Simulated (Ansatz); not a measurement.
System: SeCl₂ (charge 0, singlet). 
Structure (B3LYP-D3(BJ)/def2-TZVP (Ansatz, a program for electronic structure) minimum search):
```xyz
3

Se    -0.0048    -0.0006     0.6866
Cl     1.1124     1.2742    -0.6777
Cl    -1.1027    -1.2730    -0.6955
```
Charge 0, spin multiplicity 1.

Basis-set convergence of Hartree-Fock and MP2 correlation energies (hartree) with Ansatz. Valence correlation only, unless marked. Spin-orbit coupling is left out. Frozen are the shells of the preceding noble gas and the d and f shells that filled before the atom's block. No relativistic terms.

| basis | functions | E(HF) | E(corr, MP2) |
|---|---|---|---|
| def2-SVPD | 95 | -3318.25767 | -0.41076 |
| def2-TZVPPD | 159 | [?] | [?] |

Problem. Some entries are withheld; supply them.

Solution. 
- def2-TZVPPD, E(HF): -3318.86708
- def2-TZVPPD, E(corr, MP2): -0.53155
